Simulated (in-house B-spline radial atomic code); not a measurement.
RPA and G0W0 for the manganese ion Mn²⁺, [Ar] 3d5, highest spin, as one setting changes: the radius of a hard wall (bohr). Start: PBE0. A dash marks a level of low quasi-particle weight. Computed with an all-electron radial atomic-structure program (B-spline basis): all electrons, non-relativistic, point nucleus, each spin shell either full or empty, empty states to l = 9 with an (l + 1/2)⁻⁴ tail; G0W0 by contour deformation at full frequency.

```csv
radius of a hard wall (bohr),mean-field level (eV),G0W0 level (eV),RPA correlation (Eh)
2,-7.795,3d up -16.732,-1.4869
2.5,-20.808,3d up -28.407,-1.4973
3,-25.399,3d up -32.19,-1.5057
3.5,-27.199,3d up -33.47,-1.51
4,-27.943,3d up -33.89,-1.512
5,?,?,?
6,?,?,?
8,-28.448,3d up -33.99,-1.5129
12,-28.448,3d up -33.99,-1.5126
```

(1) What belongs in the row for 6?

(2) What belongs in the row for 5?

Answers

(1) mean-field level (eV): -28.439; G0W0 level (eV): 3d up -34.00; RPA correlation (Eh): -1.5131.

(2) mean-field level (eV): -28.374; G0W0 level (eV): 3d up -34.02; RPA correlation (Eh): -1.5131.
